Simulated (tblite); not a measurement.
Species: C5H5ClO (charge +1 and doublet state).
Z-matrix (Å and degrees, GFN2-xTB geometry), rows numbered from 1:
```
O 
C   1  1.1753
C   2  1.5395  1  141.79
C   3  1.5169  2   85.78  1   172.42
C   4  1.3418  3   93.60  2     3.77
C   5  1.4815  2  122.22  1    10.97
Cl  6  1.7811  5  110.49  2   -26.59
H   3  1.0896  2  115.25  1   -70.59
H   3  1.0927  2  111.47  1    56.38
H   4  1.0739  3  131.29  2  -175.32
H   6  1.0953  5  111.87  2    94.56
H   6  1.0988  5  108.46  2  -144.40
```

Method: GFN2-xTB as coded in tblite; computed harmonic values from a numerical Hessian at the method's own geometry, unscaled. This tight-binding method is rough: wavenumbers can miss measured ones by several per cent, in bad cases by 10 to 20. One conformer, not necessarily the lowest. Open shells enter through the occupations alone, without spin polarisation, and single modes of such species can be off by tens of per cent.

Harmonic wavenumbers (cm⁻¹): 53.4, 106.4, 158.5, 264.5, 324.5, 480.3, 572.0, 660.6, 713.7, 779.1, 803.0, 815.0, 834.2, 892.9, 972.8, 1002.1, 1007.2, 1068.6, 1146.2, 1162.0, 1182.9, 1298.1, 1353.4, 1617.4, 1887.6, 2874.2, 2922.7, 2959.8, 3003.9, 3147.5.

A = 4591, B = 1671, C = 1262 MHz; mass 116.003 u (most abundant isotopes); point group C1, symmetry number 1; spin multiplicity 2.

Q: What is the zero-point energy?

A: Half the sum of the wavenumbers: 18032 cm⁻¹ = 215.71 kJ/mol.

Q: Give the ideal-gas entropy at 200 K and 1 bar in the rigid-rotor, harmonic-oscillator model (classical rotation).

A: Translation 159.84, rotation 111.74, vibration 45.44, spin (R ln 2) 5.76: S = 322.8 J/(mol K).

Q: And Cp and H(200 K) − H(0)?

A: Cp = 82.83 J/(mol K), of which vibrations give 49.57 (their classical limit is 30 R = 249.4); H(200 K) − H(0) = 11.59 kJ/mol without the zero-point energy, 4.93 from vibrations.

Q: Blend soft modes into free rotors: weight 1/[1 + (100 cm⁻¹/ν̃)⁴] for the oscillator and the rest for a rotor with moment μB/(μ + B), μ = h/(8π²ν), B = 10⁻⁴⁴ kg m². What vibrational entropy results?

A: 42.13 J/(mol K) in place of 45.44, which changes −T·S at 200 K by +0.66 kJ/mol.

Q: Which modes carry the vibrational entropy at 200 K?

A: 53.4 cm⁻¹: 16.32; 106.4 cm⁻¹: 10.74; 158.5 cm⁻¹: 7.66; 264.5 cm⁻¹: 4.12; 324.5 cm⁻¹: 2.93; 480.3 cm⁻¹: 1.20 J/(mol K); the other 24 give 2.47 together.

Hindered rotation and anharmonicity are outside this model. Other conformers, if any are populated, would add a mixing term that is left out. The structure is chiral; the term R ln 2 for an equal mix with its mirror image is left out.

Hardware: Arm Neoverse V1, one thread, no GPU, on a shared host. Cost: 0.33 s of wall time. The figure is for the frequency step alone.
